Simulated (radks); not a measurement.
Effect of the nuclear size on the thallium ion Tl2+, [Xe] 4f14 5d10 6s1. All-electron calculation, Dirac Kohn-Sham, PBE, spin-unpolarised, spherical densities, finite nucleus; Fermi nuclear charge, rms radius 5.4759 fm. Program: a radial shooting solver on a logarithmic mesh with Libxc functionals. The rms radius is varied about that value; shifts are against it.

| rms radius (fm) | total energy shift (eV) | density at nucleus (e/bohr^3) | 1s1/2 shift (meV) | 2s1/2 shift (meV) | 4p1/2 shift (meV) | 5s1/2 shift (meV) | 5p1/2 shift (meV) | 6s1/2 shift (meV) | 6p1/2 (empty) shift (meV) |
|---|---|---|---|---|---|---|---|---|---|
| 4.5395 | -37.5 | 2.731e+06 | -15000 | -2260 | -3.14 | -26.8 | -0.069 | -3.27 | 0.179 |
| 5.2569 | -9.14 | 2.567e+06 | -3650 | -550 | -0.770 | -6.53 | -0.018 | -0.795 | 0.044 |
| 5.4759 | 0 | 2.523e+06 | 0.000 | 0.000 | 0.000 | 0.000 | 0.000 | 0.000 | 0.000 |
| 5.9742 | 21.6 | 2.432e+06 | 8620 | 1300 | 1.83 | 15.4 | 0.043 | 1.88 | -0.103 |
| 6.4506 | 43.3 | 2.354e+06 | 17300 | 2600 | 3.67 | 30.9 | 0.089 | 3.76 | -0.205 |

Slopes of the eigenvalues against <r^2> in GHz/fm^2, as finite differences over the two radii next to the reference (eigenvalue slopes, not the field-shift constants of lines): 1s1/2 368000, 2s1/2 55500, 4p1/2 78.0, 5s1/2 659, 5p1/2 1.82, 6s1/2 80.2, 6p1/2 (empty) -4.39.
